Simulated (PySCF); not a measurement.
CClF, SMILES F[C]Cl (connectivity only; charge and spin as stated), neutral, multiplicity 1. Atoms are numbered in the order given.

```xyz
3

F      0.2869    -1.4577     0.0000
C     -0.6717    -0.5829     0.0000
Cl     0.0852     0.9775     0.0000
```
Charge 0, spin multiplicity 1.

Geometry optimised at ωB97X-D3(BJ)/def2-TZVP. The isomer is the one that the SMILES or the coordinates give; other isomers of the formula were not compared.

Computed with PBE0/def2-TZVPD in PySCF.

The molecule is in vacuum.

- total energy: -597.82518 hartree
- point group: Cs
- highest occupied level: -8.16 eV
- lowest empty level: -2.99 eV
- orbital gap: 5.16 eV
- dipole moment: 0.82 D
- quadrupole, principal values (traceless, Buckingham form, about the centre of nuclear charge): -2.91, 1.19, 1.72 D·Å
- mean static polarisability: 30.0 bohr³ (4.45 Å³)
- polarisability, principal values: 23.5, 26.0, 40.5 bohr³
